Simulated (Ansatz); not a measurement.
A run for Ansatz (a program for electronic structure): R-B3LYP/def2-TZVPP on BGe2H7 (SMILES [GeH3][BH][GeH3]), a point of a torsion scan.

Ansatz 0.2 input:
```yaml
crystal:
  periodic: [false, false, false]
  atoms:
    - {symbol: Ge, position_ang: [1.70097207, 0.20370958, 0.26388577]}
    - {symbol: B, position_ang: [0.15199798, -0.14942428, -0.94030561]}
    - {symbol: Ge, position_ang: [0.18340483, -1.53439241, -2.37381747]}
    - {symbol: H, position_ang: [2.92805893, -0.62696631, 0.05477970]}
    - {symbol: H, position_ang: [2.21165939, 1.61187351, 0.20856819]}
    - {symbol: H, position_ang: [1.39650900, 0.02642769, 1.72088985]}
    - {symbol: H, position_ang: [-0.81904735, 0.48867528, -0.80192345]}
    - {symbol: H, position_ang: [-0.00710185, -0.98315900, -3.75467566]}
    - {symbol: H, position_ang: [-0.91453832, -2.55011428, -2.27596938]}
    - {symbol: H, position_ang: [1.42441411, -2.36229886, -2.49249506]}
basis:
  gaussian:
    orbitals: def2-TZVPP
hamiltonian:
  xc: {name: B3LYP}
scf: {lower_state_search: off}
```

The head of its log:

```
WARN ansatz: RAYON_NUM_THREADS=1 ignored (pool sized by the plan → 1); use --threads N
Functional definition: B3LYP
these checks for a lower state are left out or cut short: stability, starts, cluster_reference, orbital_swaps, neighbouring_geometries, increment
integrals: 0.16 GiB planned
1360 factors; their error is unknown
mean field: 1.37 GiB planned
mean field evaluation 1: about -113826.3851 eV, gradient 3.1e1 eV
mean field evaluation 2: about -113826.9569 eV, gradient 2.9e1 eV
```

Problem. Give the final energy of this run.

Solution. -4183.1156 hartree.
